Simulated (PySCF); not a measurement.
Computed and published core binding energies of `Br[Si](Br)(Br)Br`

Measured values to reproduce (core binding energies): Si 1s of Si2 1849.70 eV [1]. Sources and the comparison follow the method.

Compound: SiBr4.
Geometry (PBE0-D3(BJ)/def2-SVP, Å), atoms numbered from 1 in this order:
```xyz
5
SiBr4 angstrom
Br    -1.2003   -1.4407   -1.1564
Si     0.0037   -0.0002   -0.0058
Br    -1.0843    1.9077    0.1516
Br     1.9186    0.3242   -1.0418
Br     0.3796   -0.7854    2.0180
```

Level of theory: delta-SCF UKS SCAN, pcX-2 on the ionised atom, pcseg-1 elsewhere, spin-free X2C (PySCF 2.14.0). Binding energies are ΔSCF values: E(core-ionised, relaxed orbitals) − E(ground state) at a fixed geometry, referred to the vacuum level.

```csv
atom,environment,level,this calculation (eV),reference (eV),difference (eV),source
Si2,four-coordinate silicon,Si 1s,1849.96,1849.70,+0.26,[1]
```

[1] measured, gas; Cunha, Hait, Kang, Mao, Head-Gordon, J. Phys. Chem. Lett. 2022, 13, 3438 (arXiv:2111.08405)

**Question.** How far is it from the measured entries?

**Answer.** The one measured value differs by +0.26 eV, too little evidence for a typical error. The calculation is vertical and has no vibrational structure, and measured positions depend on the energy calibration.

**Question.** What does the calculation give for the levels without a reference value here?

**Answer.** Si2 Si 2p3/2 109.82 eV.

For 2p shells one spin-free hole was relaxed; a mean-field spin–orbit operator and the ground-state splitting of the three 2p orbitals were then diagonalised within the shell. The shell's mean is (2 × 2p3/2 + 2p1/2)/3, and the degeneracies 2j + 1 give areas of 2:1. 2p1/2 minus 2p3/2 (ligand field included): Si 0.62 eV. No level of bromine is listed. Isolated species at its PBE0-D3(BJ)/def2-SVP geometry, gas phase.
